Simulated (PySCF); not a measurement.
A species of formula C2H10OSi2 has this rotational fingerprint, computed with PySCF, PBE0-D3(BJ)/def2-SVP geometry optimisation, gas phase:

| Item | Value |
| --- | --- |
| Rotational constants | A = 3789, B = 1825, C = 1632 MHz |
| Dipole components | \|μa\| = 0.53 D, \|μb\| = 0.00 D, \|μc\| = 0.43 D |
| Inertial defect | -100.50 u·Å² |
| κ | -0.82 |

Problem. Which structure is it? (One computed conformer of each.)
A. `[CH3:1][O:2][CH2:3][SiH2:4][SiH3:5]` with C1–O2–C3–Si4 178°, O2–C3–Si4–Si5 -45°
B. `[CH3:1][SiH:2]([CH3:3])[SiH2:4][OH:5]` with C1–Si2–Si4–O5 60°, Si2–Si4–O5–H 180°
C. `[CH3:1][CH2:2][SiH2:3][O:4][SiH3:5]` with C1–C2–Si3–O4 59°, C2–Si3–O4–Si5 48°

Solution. B. It is C[SiH](C)[SiH2]O, an asymmetric top, point group Cs. The candidates at the same level (rigid rotor, commonest isotopes):

| SMILES | A (MHz) | B (MHz) | C (MHz) | μa (D) | μb (D) | μc (D) | Δ (u·Å²) | point group | rotor |
| --- | --- | --- | --- | --- | --- | --- | --- | --- | --- |
| COC[SiH2][SiH3] | 4537 | 1608 | 1265 | 1.61 | 0.49 | 0.72 | -26.34 | C1 | asymmetric top |
| C[SiH](C)[SiH2]O | 3789 | 1825 | 1632 | 0.53 | 0.00 | 0.43 | -100.50 | Cs | asymmetric top |
| CC[SiH2]O[SiH3] | 4628 | 1687 | 1368 | 0.72 | 0.64 | 0.61 | -39.44 | C1 | asymmetric top |

`COC[SiH2][SiH3]` has C 22 % too low; `CC[SiH2]O[SiH3]` has A 22 % too high. In the right answer the mirror of this Cs structure is the ac plane, so μb vanishes by symmetry. No structure here is proved a minimum.
